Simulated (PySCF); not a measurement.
Geometry:
```json
{"atom": "N1", "x (Å)": "-2.551", "y (Å)": "-0.874", "z (Å)": "-0.012"}
{"atom": "C2", "x (Å)": "-1.296", "y (Å)": "-0.301", "z (Å)": "0.003"}
{"atom": "C3", "x (Å)": "-1.165", "y (Å)": "1.062", "z (Å)": "0.346"}
{"atom": "C4", "x (Å)": "0.057", "y (Å)": "1.685", "z (Å)": "0.451"}
{"atom": "C5", "x (Å)": "1.181", "y (Å)": "0.908", "z (Å)": "0.204"}
{"atom": "O6", "x (Å)": "2.484", "y (Å)": "1.260", "z (Å)": "0.235"}
{"atom": "N7", "x (Å)": "3.233", "y (Å)": "0.166", "z (Å)": "-0.080"}
{"atom": "C8", "x (Å)": "2.441", "y (Å)": "-0.835", "z (Å)": "-0.301"}
{"atom": "C9", "x (Å)": "1.076", "y (Å)": "-0.453", "z (Å)": "-0.141"}
{"atom": "C10", "x (Å)": "-0.167", "y (Å)": "-1.067", "z (Å)": "-0.249"}
{"atom": "H11", "x (Å)": "-2.640", "y (Å)": "-1.745", "z (Å)": "-0.509"}
{"atom": "H12", "x (Å)": "-3.332", "y (Å)": "-0.248", "z (Å)": "-0.117"}
{"atom": "H13", "x (Å)": "-2.066", "y (Å)": "1.628", "z (Å)": "0.533"}
{"atom": "H14", "x (Å)": "0.144", "y (Å)": "2.727", "z (Å)": "0.708"}
{"atom": "H15", "x (Å)": "2.843", "y (Å)": "-1.792", "z (Å)": "-0.566"}
{"atom": "H16", "x (Å)": "-0.250", "y (Å)": "-2.109", "z (Å)": "-0.517"}
```

Geometry: GFN2-xTB; GIAO absolute shieldings from PySCF 2.14.0 with density-fitted response routines, gas phase, non-relativistic, averaged over equivalent atoms.

At PBE0/6-31G-J (144 basis functions, 16 s wall time on 1 thread of an x86-64 server CPU, shared host):
```csv
atoms,σ (ppm)
N7,-167.9
N1,193.2
C5,27.9
C8,43.5
C2,47.3
C9,61.8
C3,74.2
C4,77.6
C10,89.0
O6,-35.4
H15,24.54
H14,25.52
H16,26.22
H13,26.31
H11/H12,29.96
```

Problem. What do these become at PBE0/6-31++G**?

Solution. 
```json
{"atoms": "N7", "σ at PBE0/6-31++G**": "-111.8", "change": "+56.1"}
{"atoms": "N1", "σ at PBE0/6-31++G**": "210.2", "change": "+17.0"}
{"atoms": "C5", "σ at PBE0/6-31++G**": "44.8", "change": "+16.9"}
{"atoms": "C8", "σ at PBE0/6-31++G**": "59.8", "change": "+16.3"}
{"atoms": "C2", "σ at PBE0/6-31++G**": "59.4", "change": "+12.1"}
{"atoms": "C9", "σ at PBE0/6-31++G**": "74.2", "change": "+12.4"}
{"atoms": "C3", "σ at PBE0/6-31++G**": "86.8", "change": "+12.6"}
{"atoms": "C4", "σ at PBE0/6-31++G**": "90.9", "change": "+13.3"}
{"atoms": "C10", "σ at PBE0/6-31++G**": "100.1", "change": "+11.1"}
{"atoms": "O6", "σ at PBE0/6-31++G**": "14.3", "change": "+49.7"}
{"atoms": "H15", "σ at PBE0/6-31++G**": "23.27", "change": "-1.27"}
{"atoms": "H14", "σ at PBE0/6-31++G**": "24.16", "change": "-1.36"}
{"atoms": "H16", "σ at PBE0/6-31++G**": "24.80", "change": "-1.42"}
{"atoms": "H13", "σ at PBE0/6-31++G**": "24.84", "change": "-1.47"}
{"atoms": "H11/H12", "σ at PBE0/6-31++G**": "28.13", "change": "-1.83"}
```

The largest change is at N7 (pyridine-type nitrogen of an azole). Cost: 216 basis functions, 34 s wall time on 1 thread of an x86-64 server CPU, shared host. The order of the carbon signals changes between the two levels.
